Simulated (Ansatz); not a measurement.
formamide (CH₃NO), singlet, at a GFN2-xTB geometry; CCSD(T)/def2-SVP run with Ansatz (a first-principles code).

The Ansatz input:
Ansatz 0.2 input:
```yaml
crystal:
  periodic: [false, false, false]
  atoms:
    - {symbol: N, position_ang: [-1.05641616, 0.21385327, 0.11334147]}
    - {symbol: C, position_ang: [0.27617595, 0.30708658, -0.05688787]}
    - {symbol: O, position_ang: [1.03166666, -0.62674585, -0.07930566]}
    - {symbol: H, position_ang: [-1.46659335, -0.69896438, 0.23212765]}
    - {symbol: H, position_ang: [-1.65672911, 1.01799139, 0.12649041]}
    - {symbol: H, position_ang: [0.60784657, 1.35544742, -0.17623582]}
basis:
  gaussian:
    orbitals: def2-SVP
magnetization: {spin_polarized: false}
correlation: {method: ccsd_t, electrons: outside_noble_gas}
accuracy: high
```

It wrote (shortened):

```
Functional definition: HF
1298 factors; integrals over basis functions are off by at most 3.4e-9 eV
mean field evaluation 1: about -4590.5759 eV, gradient 3.7e1 eV
mean field evaluation 2: about -4590.5789 eV, gradient 3.7e1 eV
mean field evaluation 4: about -4593.4255 eV, gradient 3.6e0 eV
mean field evaluation 8: about -4593.4722 eV, gradient 1.8e-1 eV
mean field evaluation 16: about -4592.4103 eV, gradient 2.5e1 eV
mean field -4593.47243308 eV, -168.8069983484 hartree, gradient 1.5e-8 eV, S^2 0.000000; 0 other end points of the search recorded, 0 dependent functions left out
3 core orbitals not correlated
reference -4593.47243308 eV, -168.8069983484 hartree; 9, 9 occupied and 45, 45 virtual orbitals, 1298 factors
second order -13.07434992 eV of doubles, -0.00000000 eV of singles
cycle   1  -13.13613536 eV  change   -6.2e-2 eV  update   9.4e-2
cycle   2  -13.48361533 eV  change   -3.5e-1 eV  update   2.9e-2
cycle   3  -13.58794824 eV  change   -1.0e-1 eV  update   1.6e-2
cycle   4  -13.58261434 eV  change    5.3e-3 eV  update   4.0e-3
cycle   5  -13.57947501 eV  change    3.1e-3 eV  update   1.7e-3
cycle   6  -13.57979449 eV  change   -3.2e-4 eV  update   4.8e-4
cycle   7  -13.57958885 eV  change    2.1e-4 eV  update   1.8e-4
cycle   8  -13.57948287 eV  change    1.1e-4 eV  update   5.7e-5
cycle   9  -13.57948826 eV  change   -5.4e-6 eV  update   2.5e-5
cycle  10  -13.57948632 eV  change    1.9e-6 eV  update   8.7e-6
cycle  11  -13.57948678 eV  change   -4.6e-7 eV  update   3.1e-6
cycle  12  -13.57949001 eV  change   -3.2e-6 eV  update   1.3e-6
cycle  13  -13.57948995 eV  change    5.9e-8 eV  update   3.9e-7
cycle  14  -13.57949062 eV  change   -6.7e-7 eV  update   1.7e-7
cycle  15  -13.57949057 eV  change    4.6e-8 eV  update   6.0e-8
cycle  16  -13.57949054 eV  change    2.9e-8 eV  update   3.1e-8
cycle  17  -13.57949046 eV  change    8.7e-8 eV  update   1.2e-7
cycle  18  -13.57949041 eV  change    4.5e-8 eV  update   4.0e-8
cycle  19  -13.57949041 eV  change   7.9e-10 eV  update   1.3e-8
cycle  20  -13.57949041 eV  change    2.0e-9 eV  update   4.0e-9
cycle  21  -13.57949041 eV  change   -1.0e-9 eV  update   1.2e-9
perturbative correction -0.40825446 eV, -0.0150030746 hartree
Total energy: -4607.46017795 eV, -169.3210384911 hartree
```
